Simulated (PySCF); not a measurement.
## GaPb: energy against distance

Set-up: basis Ga def2-SVP, Pb def2-SVP with ECP60; scalar-relativistic core potentials; PySCF 2.14. Energies in eV from Ga + Pb in their ground configurations at the same level. All curves are PBE0. state 1: ⁴Σ⁻ (quartet), unpaired electrons σ ↑, π ↑↑; state 2: Ms = 0.5 determinant of mixed spin (⟨S²⟩ near 1.8), unpaired electrons σ ↓, π ↑↑, a second solution, started from another occupation; state 3: Ms = 0.5 determinant of mixed spin (⟨S²⟩ near 1.8), unpaired electrons σ ↑, π ↑↓, a mixture of terms (⟨Lz²⟩ = 2.0), a second solution, started from another occupation; state 4: ²Π (doublet), unpaired electrons π ↑, a second solution, started from another occupation.

| R (Å) | state 1 | state 2 | state 3 | state 4 |
| --- | --- | --- | --- | --- |
| 2.456 | -1.789 | -1.447 | -1.401 | -0.487 |
| 2.565 | -1.972 | -1.621 | -1.583 | -0.870 |
| 2.647 | -2.035 | -1.676 | -1.644 | -1.062 |
| 2.729 | -2.051 | -1.685 | -1.658 | -1.192 |
| 2.811 | -2.033 | -1.660 | -1.638 | -1.273 |
| 2.920 | -1.970 | -1.591 | -1.572 | -1.321 |
| 3.057 | -1.851 | -1.468 | -1.451 | -1.311 |
| 3.220 | -1.676 | -1.294 | -1.275 | -1.231 |

Question: Put a parabola through the three lowest points of the state 1 curve and estimate Re, k and ωe (reduced mass 51.77 u; 1 eV/Å² = 0.16022 mdyn/Å; ωe = 1302.8·√(k/μ) cm⁻¹).

Answer: Through R = 2.647, 2.729, 2.811 Å the second-order coefficient is 2.53 eV/Å², so Re ≈ 2.727 Å, k ≈ 0.810 mdyn/Å and ωe ≈ 163 cm⁻¹. A polynomial fit of higher order to the unrounded PBE0 energies gives Re = 2.722 Å, k = 0.842 mdyn/Å, ωe = 166 cm⁻¹; anharmonicity and rounding make the difference.

The higher-order fit for each curve: state 1: Re = 2.722 Å, ωe = 166 cm⁻¹, De = 2.05 eV; state 2: Re = 2.707 Å, ωe = 169 cm⁻¹, minimum 1.69 eV below the ground-state fragments; state 3: Re = 2.718 Å, ωe = 168 cm⁻¹, minimum 1.66 eV below the ground-state fragments; state 4: Re = 2.966 Å, ωe = 139 cm⁻¹, minimum 1.33 eV below the ground-state fragments.

Spin–orbit coupling is left out, which matters for elements this heavy, above all for dissociation energies. The state was picked by a PBE0 search and need not be the measured ground state.
